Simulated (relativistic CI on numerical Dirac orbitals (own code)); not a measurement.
## Electric-dipole transitions in As9+

Computed by Dirac-Coulomb-Breit CI, KLI orbitals optimised for each configuration, model QED (radiative potential, 1s self-energy scaled to tabulated hydrogen-like ionisation energies), unscaled Slater integrals (own radial code, finite nucleus).

Configurations in the expansion (outside the closed core [Ne]): 3s²3p⁶3d⁶, 3s²3p⁵3d⁷, 3s²3p⁴3d⁸, 3s3p⁶3d⁷, 3s²3p⁶3d⁵4s, 3s²3p⁶3d⁵4p, 3p⁶3d⁸, 3s²3p⁶3d⁴4s², 3s²3p⁶3d⁵4d, 3s²3p⁶3d⁴4s4p, 3s²3p⁶3d⁵4f, 3s²3p⁶3d⁵5s, 3s²3p⁶3d⁴4p², 3s²3p⁶3d⁴4s4d, 3s²3p⁶3d⁵5p, 3s3p⁵3d⁸, 3s²3p⁶3d⁵5d, 3s²3p⁵3d⁶4s, 3s²3p⁶3d⁴4p4d, 3s²3p⁶3d⁵5f, 3s²3p⁶3d⁵6s, 3s²3p⁶3d⁵5g, 3s²3p⁶3d⁵6p, 3s²3p⁵3d⁶4p, 3s²3p⁶3d⁴4d², 3s²3p⁵3d⁵4s², 3s²3p⁶3d⁵6f, 3s3p⁶3d⁶4s, 3s3p⁶3d⁵4s², 3s²3p⁵3d⁶5s. Levels of other configurations are missing.

```csv
λ vac (nm),Lower,Upper,A (s⁻¹),log gf,S velocity/length
10.219,3s²3p⁶3d⁶ ³H5 [9],3s²3p⁵3d⁷ ³G°4 [379],9.54e+10,0.13,0.50
10.236,3s²3p⁶3d⁶ ³H6 [8],3s²3p⁵3d⁷ ³G°5 [376],2.57e+11,0.65,0.52
10.264,3s²3p⁶3d⁶ ¹I6 [22],3s²3p⁶3d⁵4p ¹H°5 [396],1.59e+11,0.44,0.60
10.734,3s²3p⁶3d⁶ ³H6 [8],3s²3p⁶3d⁵4p ³G°5 [304],8.37e+10,0.20,0.75
10.783,3s²3p⁶3d⁶ ³H5 [9],3s²3p⁶3d⁵4p ³G°4 [296],1.15e+11,0.26,0.74
10.805,3s²3p⁶3d⁶ ⁵D4 [1],3s²3p⁶3d⁵4p ⁵F°5 [187],3.13e+10,-0.22,0.89
10.915,3s²3p⁶3d⁶ ¹I6 [22],3s²3p⁶3d⁵4p ¹H°5 [332],1.18e+11,0.37,0.78
10.924,3s²3p⁶3d⁶ ³F4 [7],3s²3p⁵3d⁷ ³D°3 [261],8.65e+10,0.03,0.71
11.145,3s²3p⁶3d⁶ ³H5 [9],3s²3p⁶3d⁵4p ³G°4 [231],7.26e+10,0.09,0.83
11.410,3s²3p⁶3d⁶ ³F4 [7],3s²3p⁵3d⁷ ³D°3 [182],9.57e+10,0.12,0.63
11.451,3s²3p⁶3d⁶ ³G5 [15],3s²3p⁵3d⁷ ³G°5 [203],1.59e+11,0.54,0.79
11.494,3s²3p⁶3d⁶ ¹G4 [21],3s²3p⁵3d⁷ ¹G°4 [226],1.25e+11,0.35,0.81
11.560,3s²3p⁶3d⁶ ³G3 [17],3s²3p⁵3d⁷ ³G°3 [188],1.80e+11,0.40,0.77
11.586,3s²3p⁶3d⁶ ³G4 [16],3s²3p⁵3d⁷ ³G°4 [183],1.33e+11,0.38,0.78
11.591,3s²3p⁶3d⁶ ⁵D4 [1],3s²3p⁵3d⁷ ⁵D°4 [143],1.28e+11,0.36,0.80
11.633,3s²3p⁶3d⁶ ⁵D3 [2],3s²3p⁵3d⁷ ⁵D°4 [143],4.07e+10,-0.13,0.82
11.655,3s²3p⁶3d⁶ ⁵D2 [3],3s²3p⁵3d⁷ ⁵P°2 [144],8.94e+10,-0.04,0.71
11.658,3s²3p⁶3d⁶ ¹I6 [22],3s²3p⁵3d⁷ ¹I°6 [201],1.64e+11,0.64,0.74
11.711,3s²3p⁶3d⁶ ⁵D4 [1],3s²3p⁵3d⁷ ³F°4 [134],5.78e+10,0.03,0.80
11.729,3s²3p⁶3d⁶ ⁵D3 [2],3s²3p⁵3d⁷ ⁵D°3 [138],9.82e+10,0.15,0.78
11.754,3s²3p⁶3d⁶ ⁵D2 [3],3s²3p⁵3d⁷ ⁵D°3 [138],7.82e+10,0.05,0.81
11.759,3s²3p⁶3d⁶ ⁵D3 [2],3s²3p⁵3d⁷ ⁵D°2 [133],1.19e+11,0.09,0.77
11.792,3s²3p⁶3d⁶ ⁵D2 [3],3s²3p⁵3d⁷ ⁵D°1 [132],1.93e+11,0.08,0.77
11.801,3s²3p⁶3d⁶ ⁵D1 [4],3s²3p⁵3d⁷ ⁵D°2 [133],7.91e+10,-0.08,0.82
11.879,3s²3p⁶3d⁶ ³H5 [9],3s²3p⁵3d⁷ ³G°5 [166],8.99e+10,0.32,0.75
11.880,3s²3p⁶3d⁶ ⁵D4 [1],3s²3p⁵3d⁷ ⁵P°3 [120],1.70e+11,0.40,0.67
11.918,3s²3p⁶3d⁶ ³F4 [7],3s²3p⁵3d⁷ ³H°4 [161],8.08e+10,0.19,0.77
12.082,3s²3p⁶3d⁶ ³H6 [8],3s²3p⁵3d⁷ ³H°6 [152],1.53e+11,0.64,0.72
12.372,3s²3p⁶3d⁶ ³P2 [6],3s²3p⁵3d⁷ ³P°2 [129],8.46e+10,-0.01,0.74
12.787,3s²3p⁶3d⁶ ⁵D4 [1],3s²3p⁵3d⁷ ⁵F°5 [50],3.98e+10,0.03,0.87
```

Terms are leading LS components. Brackets give the number of a level in order of energy, since labels repeat. The list gives strong lines, with weight on those to low levels, among the lowest 400 of 9958 levels, so that lines to higher ones, which can be the strongest, are missing. Levels whose partners in the same complex of configurations lie outside the list can be far off, and so can their lines. Rates are taken at the computed energies, electric ones in the length gauge. A velocity-to-length ratio far from 1 marks an uncertain rate.

At this charge energies of transitions that change n are usually good to better than 1 %, and those within a shell (Δn = 0) to a few per cent. Terms inside the open d or f shell come out 10 to 20 % too wide with unscaled integrals.
